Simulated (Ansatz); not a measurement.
Consider the ligand exchange at a B–C bond: `B[C@@H](F)[Si@@H](N)F` + `O[SiH2]S[SiH3]` → `BO[SiH2]S[SiH3]` + `N[SiH](F)CF`.

Computed with Ansatz on PBE0-D4/def2-TZVP structures; ΔE is electronic, products minus reactants. CBS: MP2 limit from def2 TZ/QZ plus the TZ coupled-cluster correction, frozen cores. Functionals use def2-TZVPP. B3LYP here is the variant with VWN-RPA as its local correlation; programs differ in this. Each species was taken in one conformer, which may not be the lowest.

`B[C@@H](F)[Si@@H](N)F`:

```xyz
12

B     0.558    1.839    0.709
C     0.881    0.468    0.115
F     1.547   -0.435    0.957
Si   -0.757   -0.339   -0.441
N    -0.458   -1.999   -0.486
F    -1.897    0.103    0.600
H     0.724    2.088    1.863
H     0.075    2.648   -0.029
H     1.455    0.548   -0.821
H    -1.214    0.160   -1.754
H     0.183   -2.416    0.170
H    -1.098   -2.665   -0.882
```

`O[SiH2]S[SiH3]`:

Z-matrix (Å, degrees):
```
Si
S 1 2.133
O 1 1.643 2 112.7
H 1 1.484 2 104.2 3 122.4
H 1 1.478 2 111.2 3 -117.0
Si 2 2.142 1 97.8 3 56.4
H 3 0.959 1 117.4 2 55.1
H 6 1.485 2 110.0 1 38.0
H 6 1.483 2 106.7 1 157.7
H 6 1.484 2 111.2 1 -83.2
```

`BO[SiH2]S[SiH3]`:

```xyz
12

B    -2.111    0.036    0.740
O    -1.674   -0.526   -0.404
Si   -0.255   -1.121   -0.998
S     1.314   -1.180    0.432
Si    1.840    0.895    0.339
H    -3.262    0.367    0.792
H    -1.361    0.192    1.665
H     0.121   -0.254   -2.138
H    -0.503   -2.516   -1.419
H     2.800    1.141   -0.766
H     2.464    1.244    1.638
H     0.626    1.721    0.119
```

`N[SiH](F)CF`:

Z-matrix (Å, degrees):
```
Si
F 1 1.605
C 1 1.885 2 107.5
N 1 1.691 2 114.6 3 -118.4
H 1 1.481 2 105.3 3 120.2
F 3 1.397 1 109.5 2 -84.0
H 3 1.095 1 112.3 2 35.9
H 3 1.095 1 111.0 2 157.0
H 4 1.006 1 122.9 2 -71.7
H 4 1.007 1 120.0 2 81.9
```

| level | ΔE (kJ/mol) | difference from CCSD(T)/CBS |
| --- | --- | --- |
| r2SCAN-D4 | -107.0 | 7.6 |
| B3LYP-D4 | -115.8 | -1.2 |
| ωB97X-V | -112.0 | 2.6 |
| B2PLYP | -116.5 | -1.9 |
| r2SCAN | -106.7 | 7.9 |
| PBE0 | -106.5 | 8.1 |
| HF/def2-TZVPP | -128.1 | -13.5 |
| MP2/def2-TZVPP | -115.9 | -1.3 |
| CCSD/def2-TZVPP | -117.1 | -2.5 |
| SCS-MP2/def2-QZVPP | -119.6 | -5.0 |
| CCSD(T)/CBS | -114.6 | 0 |

Largest T1 diagnostic among the species: 0.013.

In def2-TZVPP, CCSD(T) changes the Hartree–Fock value by +12.3 kJ/mol (the triples alone add +1.3 kJ/mol) and MP2 by +12.2 kJ/mol. From PBE to PBE0 (25 % exact exchange), in def2-TZVPP and without D4, ΔE moves by −3.9 kJ/mol.
